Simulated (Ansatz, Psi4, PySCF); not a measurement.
F$_{3}$La (SMILES [F][La]([F])[F]), singlet, at a GFN2-xTB geometry (such geometries of metal compounds can be far from the true shape) (core potentials on La). Base run: B3LYP5/def2-SVPD run with PySCF.

Here is a job for PySCF.
```python
from pyscf import gto, scf, dft

mol = gto.M(
    atom='''
La    0.031016   -0.056518   -0.134807
F    -1.708650   -0.894191    0.331449
F    -0.051073    1.901421   -0.459249
F     1.563287   -0.649281    0.981575
''',
    basis='def2-svpd',
    ecp={'La': 'def2-svpd'},
    charge=0,
    spin=0,
    verbose=4,
)

mf = dft.RKS(mol)
mf.xc = 'b3lyp5'
mf.kernel()
```

The same geometry, method and basis name were run in Ansatz (a quantum-chemistry and plane-wave program) and Psi4 and PySCF, at each program's defaults and at the settings that a row names. The base is PySCF at its defaults. Differences at the defaults can come from grids, fitting, cores and function types together.

| code and settings | ΔE vs base (µEh) | basis functions | E (Eh) | SCF cycles | dipole (D) |
|---|---|---|---|---|---|
| PySCF, defaults (exact integrals, its default grid, spherical functions) | 0.0 | 104 | -330.98588 | 9 | 3.61 |
| Psi4, defaults (density fitting with its default set, its default grid, spherical functions) | ___ | 104 | ___ | 8 | 3.61 |
| Ansatz, defaults (factorised integrals, its default grid, spherical functions) | 82.0 | 104 | -330.98580 | - | - |
| PySCF, density fitting with def2-universal-jkfit | 0.7 | 104 | -330.98588 | 9 | 3.61 |
| PySCF, fine grid | 67.5 | 104 | -330.98582 | 9 | 3.61 |
| Psi4, exact integrals, spherical functions, fine grid | 45.4 | 104 | -330.98584 | 11 | 3.61 |
| Ansatz, high accuracy | 65.4 | 104 | -330.98582 | - | - |

Q: Complete the blanks.

A: 
- Psi4, defaults (density fitting with its default set, its default grid, spherical functions), ΔE vs base (µEh): 150
- Psi4, defaults (density fitting with its default set, its default grid, spherical functions), E (Eh): -330.98573
